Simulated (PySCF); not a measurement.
Electron correlation in Eu⁺ (europium, charge +1)

Starting occupation: [Xe] 4f6 6s2, 4f7/2 with m_j = -3/2, -1/2, +1/2, +3/2, +5/2, +7/2. All numbers are calculated (PySCF 2.14, X2C-1e with screened-nucleus spin-orbit coupling, Gaussian nucleus, in x2c-TZVPall-2c). Frozen: [Ar] 3d10; 34 electrons correlated; the 18 highest virtual spinors left out.

MP2 pair energies summed by pair of shells (mhartree):

```tsv
pair	energy	share (%)
4d-4d	-175.62	17.5
5p-5p	-121.63	12.1
4d-4f	-112.56	11.2
4d-5p	-104.08	10.4
4d-4p	-77.02	7.7
4f-5p	-71.96	7.2
4f-4f	-53.61	5.3
5p-6s	-41.53	4.1
4f-4p	-36.80	3.7
5p-5s	-33.24	3.3
4d-5s	-25.55	2.5
4p-4p	-23.25	2.3
4d-4s	-21.00	2.1
6s-6s	-19.84	2.0
4f-5s	-16.31	1.6
4p-5p	-14.50	1.4
4p-4s	-10.57	1.1
4f-4s	-8.53	0.8
4f-6s	-8.34	0.8
4p-5s	-7.42	0.7
4d-6s	-6.04	0.6
5s-5s	-5.98	0.6
4s-5p	-2.37	0.2
5s-6s	-2.35	0.2
4s-4s	-1.99	0.2
4s-5s	-1.09	0.1
4p-6s	-0.83	0.1
4s-6s	-0.12	0.0
```

Total MP2 correlation energy: -1004.1 mhartree.

The GHF reference relaxed away from the jj start to a determinant that is no pure jj level (⟨S²⟩ = 11.91, ⟨J²⟩ = 42.02); the energies belong to that determinant.

This basis was not built for core-valence correlation, so the inner-shell part is incomplete.
